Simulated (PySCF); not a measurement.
3-silylpropanenitrile (C₃H₇NSi), SMILES N#CCC[SiH3].

Geometry optimised at PBE-D3(BJ)/def2-SVP. One conformer was computed; it need not be the lowest.

Method: PBE-D3(BJ)/def2-SVP (PySCF).

Frequencies are harmonic and unscaled.

```tsv
mode	ν (cm⁻¹)	IR (km/mol)	moving atoms (share of kinetic energy)
1	70	2.8	H 37 %, N 28 %, Si 19 %, C 15 %
2	120	1.7	H 66 %, N 20 %, Si 9 %
3	182	0.7	H 42 %, C 38 %, N 14 %
4	246	3.1	C 51 %, H 27 %, N 12 %, Si 11 %
5	362	0.1	C 55 %, H 27 %, N 18 %
6	486	2.5	H 83 %, C 14 %
7	518	9.0	C 46 %, H 42 %
8	595	8.4	C 39 %, H 38 %, Si 21 %
9	668	24.6	H 50 %, C 34 %, Si 15 %
10	783	30.4	H 49 %, C 39 %
11	882	123.7	H 76 %, C 17 %
12	884	64.4	H 57 %, C 31 %
13	906	41.1	H 69 %, C 23 %
14	909	22.1	H 94 %
15	919	15.5	H 83 %, C 14 %
16	1021	2.4	C 56 %, H 39 %
17	1114	2.2	H 86 %, C 13 %
18	1151	6.0	H 68 %, C 32 %
19	1243	0.6	H 79 %, C 21 %
20	1295	2.3	H 66 %, C 33 %
21	1376	6.7	H 93 %
22	1389	9.0	H 92 %, C 8 %
23	2160	70.8	H 98 %
24	2174	100.0	H 96 %
25	2188	70.0	H 96 %
26	2295	7.8	C 62 %, N 38 %
27	2971	7.6	H 95 %
28	2988	5.9	H 94 %
29	3018	1.5	H 91 %, C 9 %
30	3047	2.8	H 91 %, C 9 %
```
